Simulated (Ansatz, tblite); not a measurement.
Forces on Hg₂TeCl₂ at its r2SCAN-D4/def2-SVP geometry. The state is a singlet with charge 0.

In the def2 sets Hg, Te take a core potential; there is no spin–orbit coupling. The xTB rows come from tblite. The structure comes from a short search, and lower isomers may exist.

GFN1-xTB (tblite), largest force 0.74 eV/Å:

```xyz
5
positions Å, forces eV/Å
Hg    0.072   -0.478   -1.814    0.417   -0.018   -0.309
Hg   -0.614    0.375    1.734    0.279    0.155    0.410
Te   -2.085   -0.407   -0.305   -0.719   -0.141   -0.105
Cl    0.665    1.062    3.549    0.002    0.014    0.049
Cl    1.962   -0.552   -3.165    0.021   -0.009   -0.046
```

GFN2-xTB (tblite), largest force 0.66 eV/Å:

```
Hg 0.551 0.003 -0.306
Hg 0.406 0.183 0.446
Te -0.645 -0.126 -0.094
Cl -0.134 -0.057 -0.136
Cl -0.178 -0.003 0.090
```

PBE-D4/def2-TZVP (Ansatz), largest force 0.16 eV/Å:

```
Hg -0.003 -0.002 0.005
Hg 0.000 -0.005 -0.005
Te 0.155 0.033 0.022
Cl -0.063 -0.030 -0.083
Cl -0.090 0.004 0.061
```
